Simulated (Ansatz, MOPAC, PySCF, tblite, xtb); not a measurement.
System: H2Be, singlet: map of symmetric stretch and bend. Scanned: Be-H bond length and H-Be-H angle.

- GFN2-xTB, 300 K electronic temperature (tblite)
- RHF/def2-TZVP (PySCF)
- B3LYP/def2-TZVP (PySCF)
- CAM-B3LYP/def2-TZVP (PySCF)
- RHF/aug-cc-pVTZ (Ansatz, a program for electronic structure)
- MP2/aug-cc-pVTZ = MP2 on RHF/aug-cc-pVTZ, frozen core run with Ansatz
- CCSD/aug-cc-pVTZ = Ansatz with CCSD on RHF/aug-cc-pVTZ, frozen core
- CCSD(T)/aug-cc-pVTZ = CCSD(T) on RHF/aug-cc-pVTZ, frozen core (Ansatz)
- CCSDT/cc-pVTZ = CCSDT on RHF/cc-pVTZ, frozen core (Ansatz)
- CCSDT(Q)/cc-pVTZ = CCSDT(Q) on RHF/cc-pVTZ, frozen core (Ansatz)
- RKS-PBE/aug-cc-pVTZ = restricted PBE/aug-cc-pVTZ run with Ansatz
- PM6, restricted, heats of formation (MOPAC)
- AM1, restricted, heats of formation (MOPAC)
- GFN1-xTB (xtb)
- RKS-B3LYP/6-31G* = restricted B3LYP/6-31G*, spherical d (PySCF)
- RKS-M06-2X/6-31G* = restricted M06-2X/6-31G*, spherical d (PySCF)
- RKS-B3LYP/LANL2DZ = restricted B3LYP/LANL2DZ (PySCF)
- RHF/6-31G* = PySCF 2.14.0 with restricted Hartree-Fock/6-31G*, spherical d

Energies in eV at chosen points (x: Be-H bond length (Å); y: H-Be-H angle (°)), relative to x = 1.35, y = 180:

| method | (1.35, 103) | (1.80, 163) | (1.55, 113) | (1.35, 113) | (1.13, 153) | (1.48, 70) | (1.80, 143) |
|---|---|---|---|---|---|---|---|
| GFN2-xTB | 0.675 | 1.707 | 1.009 | 0.460 | 0.446 | 2.324 | 1.795 |
| RHF | 1.500 | 2.048 | 1.567 | 1.104 | 1.069 | 3.544 | 2.253 |
| B3LYP | 1.384 | 1.931 | 1.469 | 1.021 | 0.979 | 3.239 | 2.115 |
| CAM-B3LYP | 1.394 | 1.975 | 1.490 | 1.028 | 0.982 | 3.286 | 2.163 |
| RHF/aug-cc-pVTZ | 1.493 | 2.079 | 1.583 | 1.098 | 1.037 | 3.549 | 2.282 |
| MP2/aug-cc-pVTZ | 1.401 | 2.022 | 1.510 | 1.031 | 0.994 | 3.316 | 2.209 |
| CCSD/aug-cc-pVTZ | 1.373 | 1.905 | 1.447 | 1.011 | 1.008 | 3.216 | 2.084 |
| CCSD(T)/aug-cc-pVTZ | 1.367 | 1.894 | 1.439 | 1.007 | 1.009 | 3.196 | 2.072 |
| CCSDT/cc-pVTZ | 1.374 | 1.900 | 1.443 | 1.012 | 1.015 | 3.212 | 2.076 |
| CCSDT(Q)/cc-pVTZ | 1.374 | 1.899 | 1.442 | 1.012 | 1.015 | 3.212 | 2.076 |
| RKS-PBE/aug-cc-pVTZ | 1.332 | 1.808 | 1.384 | 0.986 | 1.024 | 3.070 | 1.980 |
| PM6 | 1.476 | 3.236 | 1.953 | 1.102 | 1.298 | 3.424 | 3.440 |
| AM1 | 0.990 | 1.130 | 0.936 | 0.774 | 0.915 | 1.535 | 1.319 |
| GFN1-xTB | 0.795 | 2.067 | 1.172 | 0.541 | 0.478 | 2.684 | 2.151 |
| RKS-B3LYP/6-31G* | 1.418 | 1.975 | 1.503 | 1.050 | 1.022 | 3.313 | 2.161 |
| RKS-M06-2X/6-31G* | 1.416 | 2.016 | 1.513 | 1.051 | 1.031 | 3.317 | 2.205 |
| RKS-B3LYP/LANL2DZ | 1.469 | 1.911 | 1.508 | 1.109 | 1.045 | 3.284 | 2.105 |
| RHF/6-31G* | 1.532 | 2.114 | 1.613 | 1.130 | 1.101 | 3.621 | 2.324 |
